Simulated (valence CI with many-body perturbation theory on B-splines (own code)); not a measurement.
# Ca6+: calculation against measured levels

Computed by configuration interaction combined with many-body perturbation theory (CI+MBPT): four valence electrons over a frozen Dirac-Fock core [Ne], radial functions for each j: 11 s, 11 p, 10 d, 8 f, 5 g, 2 h, with the one-electron correlation potential Σ1 (screened to all orders), the two-electron term Σ2, the three-electron term Σ3, Breit, model QED; selected single and double excitations, second order for the rest, scaled by the run's own slope (own B-spline code, finite nucleus).

Set against measurement, 21 paired levels are off by 125 cm⁻¹ on average, the worst by 402. These come from a selection out of Sugar and Corliss, J. Phys. Chem. Ref. Data 8, 865 (1979). Levels without a partner in it may be off by more. Among the levels kept, up to 650 cm⁻¹ of a level comes from second order outside the variational space, and about a tenth of that is noise between levels of different J, which matters for small intervals.

Measured levels: Sugar and Corliss, J. Phys. Chem. Ref. Data 8, 865 (1979). Pairs share parity and J, and are chosen by configuration, term and nearness in energy; levels without a clear partner are left out. Some J values that the scan of the source had lost were assigned by a fit. Energies in cm⁻¹ above the measured ground level.

Names give the largest LS component (configuration and term), which can be under half, so a name can repeat, a term be missing and a line seem to break the LS rules; names also repeat where a configuration has a term twice.

| Computed label | Label in the source | Measured | Computed | Difference |
| --- | --- | --- | --- | --- |
| 3s²3p² ³P_0 | 3s2 3p2 3P | 0 | 0.0 | 0 |
| 3s²3p² ³P_1 | 3s2 3p2 3P | 1624.9 | 1627.2 | +2 |
| 3s²3p² ³P_2 | 3s2 3p2 3P | 4071.4 | 4080.1 | +9 |
| 3s²3p² ¹D_2 | 3s2 3p2 1D | 21864 | 21999.3 | +135 |
| 3s²3p² ¹S_0 | 3s2 3p2 1S | 48981.4 | 49235.4 | +254 |
| 3s3p³ ³D°_1 | 3s 3p3 3D° | 160157.5 | 160109.9 | -48 |
| 3s3p³ ³D°_2 | 3s 3p3 3D° | 160220.3 | 160176.3 | -44 |
| 3s3p³ ³D°_3 | 3s 3p3 3D° | 160529.2 | 160487.5 | -42 |
| 3s3p³ ³P°_1 | 3s 3p3 3P° | 185392.9 | 185476.0 | +83 |
| 3s3p³ ³P°_2 | 3s 3p3 3P° | 185412.2 | 185495.8 | +84 |
| 3s3p³ ³S°_1 | 3s 3p3 3S° | 245240.5 | 245605.3 | +365 |
| 3s3p³ ¹P°_1 | 3s 3p3 1P° | 252489.9 | 252891.8 | +402 |
| 3s²3p3d ³P°_2 | 3s2 3p 3d 3P° | 286224 | 286369.9 | +146 |
| 3s²3p3d ³P°_1 | 3s2 3p 3d 3P° | 288160 | 288247.6 | +88 |
| 3s²3p3d ³P°_0 | 3s2 3p 3d 3P° | 289004 | 289029.1 | +25 |
| 3s²3p3d ³D°_2 | 3s2 3p 3d 3D° | 295772 | 295906.6 | +135 |
| 3s²3p3d ³D°_3 | 3s2 3p 3d 3D° | 296132 | 296266.6 | +135 |
| 3s²3p3d ¹F°_3 | 3s2 3p 3d 1F° | 324885 | 325275.3 | +390 |
| 3s²3p4s ³P°_0 | 3s2 3p 4s 3P° | 490059 | 489981.9 | -77 |
| 3s²3p4s ³P°_1 | 3s2 3p 4s 3P° | 490919 | 490851.9 | -67 |
| 3s²3p4s ³P°_2 | 3s2 3p 4s 3P° | 494262 | 494203.6 | -58 |
| 3s²3p4s ¹P°_1 | 3s2 3p 4s 1P° | 498683 | 498650.5 | -33 |

Over 21 excited levels the mean absolute difference is 125 cm⁻¹, the median 83 and the largest 402. The comparison draws on a selection of the measured levels: 22 of the 177 computed ones have a partner in it, and others may be off by more.
